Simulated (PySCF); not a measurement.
Predicted microwave data (PBE0/pcSseg-1 in PySCF (dipole) on a GFN2-xTB geometry, gas phase) for one isomer of C5H12OSi2:

| Quantity | Value |
| --- | --- |
| Rotational constants | A = 3392, B = 481.9, C = 457.2 MHz |
| Dipole components | \|μa\| = 0.11 D, \|μb\| = 0.51 D, \|μc\| = 1.53 D |
| Inertial defect | -92.36 u·Å² |
| κ | -0.98 |

Question: Which candidate fits, each taken in the one conformer that was computed?
A. `[CH3:1][C:2]#[C:3][SiH2:4][SiH2:5][CH2:6][O:7][CH3:8]` with C3–Si4–Si5–C6 -129°, Si4–Si5–C6–O7 -46°, Si5–C6–O7–C8 179°
B. `[CH2:1]=[C:2]([CH:3]=[O:4])[Si@H:5]([SiH3:6])[CH2:7][CH3:8]` with C1–C2–C3–O4 164°, C1–C2–Si5–Si6 -141°, C2–Si5–C7–C8 -176°
C. `[CH2:1]1[CH2:2][C@@H:3]2[SiH2:4][O:5][SiH2:6][C@@H:7]2[CH2:8]1` with C8–C1–C2–C3 43°, C1–C2–C3–Si4 94°, C2–C3–Si4–O5 -119°, C3–Si4–O5–Si6 3°

Answer: A. It is CC#C[SiH2][SiH2]COC, a near-prolate asymmetric top, point group C1. The candidates at the same level (rigid rotor, commonest isotopes):

```tsv
SMILES	A (MHz)	B (MHz)	C (MHz)	μa (D)	μb (D)	μc (D)	Δ (u·Å²)	point group	rotor
C1C[C@@H]2[SiH2]O[SiH2][C@@H]2C1	2123	1476	1026	1.93	0.00	0.81	-88.06	Cs	asymmetric top
C=C(C=O)[Si@H]([SiH3])CC	1540	1116	819.2	1.10	2.99	0.59	-164.00	C1	asymmetric top
CC#C[SiH2][SiH2]COC	3392	481.9	457.2	0.11	0.51	1.53	-92.36	C1	near-prolate asymmetric top
```

`C1C[C@@H]2[SiH2]O[SiH2][C@@H]2C1` has B 206 % too high; `C=C(C=O)[Si@H]([SiH3])CC` has B 132 % too high. No structure here is proved a minimum.
